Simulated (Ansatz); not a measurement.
# One arrangement of a pair

The pair of C2H2 (SMILES C#C, atoms 1–4) and SbH3 (SMILES [SbH3], atoms 5–8), both closed shells, in one local arrangement (a lower one may exist), relaxed at PBE0-D4/def2-TZVP:

C1  (0.103, -0.621, -2.001)
C2  (0.195, 0.564, -1.848)
H3  (0.021, -1.673, -2.143)
H4  (0.277, 1.616, -1.708)
Sb5  (-0.187, -0.640, 1.662)
H6  (-0.283, -0.246, 3.326)
H7  (-1.279, 0.607, 1.260)
H8  (1.155, 0.392, 1.451)
(Å)

Program: Ansatz 0.2.0. Basis: def2-TZVPPD, with def2-QZVPPD for the basis limit. Cores are frozen in the correlated methods. Filled d shells of the heavier atoms are correlated. Core potentials replace the inner electrons of the atoms past krypton. The def2 sets are not built for correlating such inner shells, so the correlated values are less sure here. B3LYP uses VWN-RPA correlation. Extrapolation: Hartree–Fock as exp(−7.88 √X), correlation as X^−2.97. Interaction energies count from these two fragments, frozen as in the pair, with the counterpoise correction; negative means bound.

What is the interaction energy by CCSD(T) at an estimated basis limit (MP2 extrapolated from triple and quadruple zeta, plus CCSD(T) − MP2 in triple zeta)? (Judge from chemistry; the value comes from the calculation.)

Computed: -1.66 kcal/mol. Hartree–Fock alone gives 0.45 kcal/mol at the basis limit, so without correlation the pair would not bind at this distance. It counts from the two fragments frozen as in the pair.

The same quantity by other methods in triple zeta, and each one's difference from that estimate:
| method | E_int (kcal/mol) | difference |
| --- | --- | --- |
| PBE-D4 | -2.07 | -0.41 |
| revPBE-D4 | -1.97 | -0.31 |
| BLYP-D4 | -1.83 | -0.17 |
| r2SCAN-D4 | -1.66 | -0.01 |
| B97M-V | -1.90 | -0.25 |
| PBE0-D4 | -2.00 | -0.35 |
| B3LYP-D4 | -1.92 | -0.27 |
| HSE06-D4 | -1.99 | -0.33 |
| wB97X-V | -1.77 | -0.12 |
| wB97M-V | -1.81 | -0.16 |
| B2PLYP | -0.53 | 1.12 |
| HF | 0.47 | 2.13 |
| MP2 | -1.68 | -0.02 |
| CCSD | -0.95 | 0.71 |
| CCSD(T) | -1.25 | 0.40 |
Differences are method less estimate.

Basis-set superposition shift (counterpoise-corrected less uncorrected): CCSD(T) 0.61; MP2 0.62; HF 0.04; PBE0-D4 0.05; wB97M-V 0.07 kcal/mol.

The T1 diagnostic stays at or below 0.015.

For scale, one of the runs: CCSD(T)/def2-TZVPPD, 215 basis functions, launched by `ansatz run in.yaml --threads 4 --pin off --events-out ev --progress --plain --max-ram 9574MiB`. Time: 72 s of wall clock on 4 CPU threads of an Arm Neoverse V1; the host was shared. Peak host memory: 3.4 GiB.
